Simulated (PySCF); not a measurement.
## Electron correlation in Pb (lead, neutral)

[Xe] 4f14 5d10 6s2 6p2, high-spin 3P determinant. Computed with PySCF 2.14 in aug-cc-pwCVTZ-DK3, with scalar relativity by spin-free X2C-1e. Frozen: [Xe] 4f14 5d10; 4 electrons correlated.

MP2 pair energies summed by pair of shells (mhartree):

```csv
pair,energy,share (%)
6s-6p,-22.70,58.5
6s-6s,-12.44,32.1
6p-6p,-3.65,9.4
```

Total MP2 correlation energy: -38.78 mhartree.

Same-spin part -7.21 and opposite-spin part -31.57 mhartree; SCS-MP2 scales them by 1/3 and 6/5 to -40.29 mhartree.

Spin-orbit coupling is strong in this species, so the high-spin LS determinant is a model state.
